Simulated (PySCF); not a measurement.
CH₂FNOSi, SMILES N#CO[SiH2]F.

The structure is a stationary point at ωB97X-D3(BJ)/def2-SVP. The structure was generated by enumeration, and PubChem lists no compound with its InChIKey, so it may never have been made. The values are those of a single conformer.

Two levels are set side by side: PBE/def2-TZVP (PySCF) and r2SCAN/def2-TZVP (PySCF). Same geometry, gas phase. Differences are taken from unrounded values.

```tsv
quantity	r2SCAN	PBE	PBE minus r2SCAN
orbital gap (eV)	6.85	6.13	-0.72
highest occupied level (eV)	-7.93	-7.63	0.29
lowest empty level (eV)	-1.08	-1.50	-0.43
dipole moment (D)	4.55	4.44	-0.10
mean polarisability (bohr³)	41.7	43.1	1.5
```

Rough cost on one machine, each run with all the roots and properties that it gave: r2SCAN against PBE about 5 times.
